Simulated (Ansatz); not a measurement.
System: C₄H₉O, charge 0, multiplicity 2. It need not be the lowest isomer of its formula. 
Coordinates optimised at B3LYP-D3(BJ)/def2-TZVP (Ansatz, a quantum-chemistry and plane-wave program):
```
C
C 1 1.4865
H 2 1.0979 1 109.69
H 2 1.1076 3 106.69 1 -119.06
O 2 1.4291 3 110.69 4 -118.85
H 5 0.9622 2 108.47 3 73.48
C 1 1.4879 2 119.19 3 166.69
H 7 1.0890 1 111.40 2 -35.15
H 7 1.0928 8 108.91 1 123.09
H 7 1.1032 8 107.31 9 114.85
C 1 1.4882 2 118.12 3 -34.49
H 11 1.0924 1 111.99 2 35.94
H 11 1.0931 12 108.30 1 -123.10
H 11 1.1027 12 106.83 13 -114.00
```
Charge 0, spin multiplicity 2.

Total electronic energies in hartree. Correlated levels leave the core frozen unless marked. UHF or UKS for open shells. No spin-orbit coupling. No relativistic terms. Basis-set limits of correlation are two-point, X^-3; Hartree-Fock from the larger set. The bracket is a focal-point correction in the basis named.

```tsv
level	program	energy (Eh)
HF/cc-pVTZ	Ansatz	-231.61073
BLYP/def2-TZVPD	Ansatz	-232.99016
r2SCAN-D4/def2-TZVPD	Ansatz + dftd4	-232.96409
PBE0-D4/def2-TZVPD	Ansatz + dftd4	-232.82891
r2SCANh-D4/def2-TZVPD	Ansatz + dftd4	-232.95460
LC-wPBE/def2-TZVPD	Ansatz	-232.95880
wB97X-V/def2-TZVPD	Ansatz	-233.02466
B2GP-PLYP/def2-TZVPD	Ansatz	-232.84040
MP2/CBS(cc-pVTZ,cc-pVQZ)	Ansatz	-232.6469
RI-MP2/cc-pVQZ	Ansatz	-232.60140
RI-MP2/CBS(cc-pVTZ,cc-pVQZ)	Ansatz	-232.6465
SCS-MP2/STO-3G	Ansatz	-228.89952
SCS-MP2/6-31G	Ansatz	-231.89412
RI-MP2/CBS(cc-pVTZ,cc-pVQZ)+[CCSD(T)-MP2]/cc-pVQZ	Ansatz	-232.7267
CCSD(T)/CBS(cc-pVTZ,cc-pVQZ)	Ansatz	-232.7224
```

Totals of different functionals don't rank their quality; only differences between species are comparable.
